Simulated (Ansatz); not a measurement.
The cluster B2As3⁻ (the lowest singlet isomer of a short search) was relaxed with PBE-D4 (def2-SVPD) in Ansatz in these states: charge -1 quintet, charge -1 singlet, charge -1 triplet. The geometries follow in no particular order.

A:

```xyz
5

B     0.6033   -0.2972   -0.1155
B    -1.0368    0.1590   -0.5989
As   -0.5335    1.3852    0.8481
As    1.1000   -0.3028    1.7527
As   -0.1330   -0.9442   -1.8865
```

B:

```xyz
5

B     0.5691   -0.0290    0.3496
B     0.3270   -0.1457   -1.2798
As   -1.3077   -0.9962   -0.3534
As   -0.3169   -0.6213    2.0038
As    0.7286    1.7923   -0.7201
```

C:

```csv
atom,x (Å),y (Å),z (Å)
B1,-0.4371,0.2594,-0.2897
B2,1.2862,0.0250,-0.1456
As3,0.3915,-1.0439,1.2883
As4,-1.9817,-0.4405,0.7332
As5,0.7410,1.2000,-1.5861
```

Task: Judge from the bond lengths which geometry belongs to which state (an estimate).

Result: A is the charge -1 singlet (B2–As5 1.921 Å, B1–As5 2.024 Å, B1–B2 1.770 Å); B is the charge -1 quintet (B2–As5 2.057 Å, B1–As5 2.118 Å, B1–B2 1.651 Å); C is the charge -1 triplet (B2–As5 1.937 Å, B1–As5 1.988 Å, B1–B2 1.745 Å).

At PBE-D4/def2-SVPD the highest occupied level of the charge -1 quintet lies above zero (up to 0.49 eV). The electron is either unbound and held by the finite basis, or the level is raised by self-interaction error. At PBE-D4/def2-SVPD the highest occupied level of the charge -1 triplet lies above zero (up to 0.28 eV).
